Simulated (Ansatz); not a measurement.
Energy landscape of H₂Ge, singlet: symmetric bend, bond length relaxed. Scanned: H-Ge-H angle. Other coordinates (Ge-H bond length) were minimised at B3LYP/def2-TZVP.

Method: Ansatz (an electronic-structure program) with full CI/def2-SVP, cores with 3d frozen.

Scanned values (°): 160.73, 148.91, 142.04, 127.54, 119.23, 110.37, 97.68, 89.58, 80.48, 70.11, 60.

**Question.** Locate the minima and the barriers on this grid.

**Answer.** Lower than their neighbours: 89.58° (0.0 kcal/mol). Higher than their neighbours: 160.73° (55.9 kcal/mol, end of the scan), 60° (15.2 kcal/mol, end of the scan). The whole profile spans 55.9 kcal/mol.

The scan ran from 180.0 to 60.0; beyond the range shown the relaxed coordinates jump or full CI changes its symmetry label.
